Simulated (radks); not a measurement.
Problem. The mean radii <r> (bohr) of the occupied orbitals of an atom or ion are listed with their occupations. Method: scalar-relativistic Kohn-Sham, PBE, spin-polarised, spherical densities, finite nucleus; Fermi nuclear charge, rms radius of each element as measured or else 0.836 A^(1/3) + 0.57 fm; computed with a radial shooting solver on a logarithmic mesh with Libxc functionals.

| orbital | occ. | <r> |
|---|---|---|
| 1s down | 1 | 0.01966 |
| 1s up | 1 | 0.01966 |
| 2s up | 1 | 0.08336 |
| 2s down | 1 | 0.08336 |
| 2p up | 3 | 0.07417 |
| 2p down | 3 | 0.07417 |
| 3s up | 1 | 0.2165 |
| 3s down | 1 | 0.2164 |
| 3p up | 3 | 0.2160 |
| 3p down | 3 | 0.2158 |
| 3d up | 5 | 0.1959 |
| 3d down | 5 | 0.1957 |
| 4s up | 1 | 0.4702 |
| 4s down | 1 | 0.4705 |
| 4p up | 3 | 0.4916 |
| 4p down | 3 | 0.4920 |
| 4d up | 5 | 0.5089 |
| 4d down | 5 | 0.5097 |
| 4f up | 3 | 0.5104 |

Name the element and its charge. Open shells, if any, are filled with parallel spins first.

Solution. Z = 70, ytterbium, charge +21: Yb21+ in [Kr] 4d10 4f3. The 1s radius gives Z: for a bare nucleus <r> = (2 gamma + 1)/(2Z) with gamma = sqrt(1 - (Z/c)^2), 0.01942 bohr for Z = 70, and screening makes it slightly larger (0.01966 here). The occupations add up to 49, and the charge is Z minus that.
